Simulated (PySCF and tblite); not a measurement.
The numbers below are computed, except where a source is named.
C₇H₆ClN, numbered as in [H]/[N:1]=[CH:2]/[C:3]1=[CH:4][C@@H:5]2[C:6]([Cl:7])=[CH:8][C@H:9]12.

Level: PBE0-D3(BJ)/pcSseg-1//GFN2-xTB, thermal terms from GFN2-xTB, symmetry numbers and mirror pairs counted. Conformers within 2.5 kcal/mol (GFN2-xTB free energy) were kept, 4 at most. Codes: tblite and PySCF.

An NOE distance is ⟨r⁻⁶⟩^(−1/6) over all pairs of like atoms and, for the average, over conformers.

Torsions listed: N1–C2–C3–C9. The 4-ring runs over atoms 3–4–5–9. The 4-ring runs over atoms 5–6–8–9.

```csv
conformer,shape,weight %
1,4-ring flat; 4-ring flat; 3°,99.4
2,4-ring flat; 4-ring flat; 178°,0.6
```

Problem. Which H–H contacts under 3.5 Å would NOEs report (pairs on one atom left out) at 298.15 K?

Solution. 
```csv
pair,in 1 (Å),in 2 (Å),average (Å)
H1 ··· H2,2.33,2.33,2.33
H5 ··· H9,2.79,2.78,2.79
H4 ··· H5,2.86,2.87,2.86
H8 ··· H9,2.87,2.87,2.87
H2 ··· H4,3.02,4.15,3.03
```

Longer pairs under the limit may be missing.
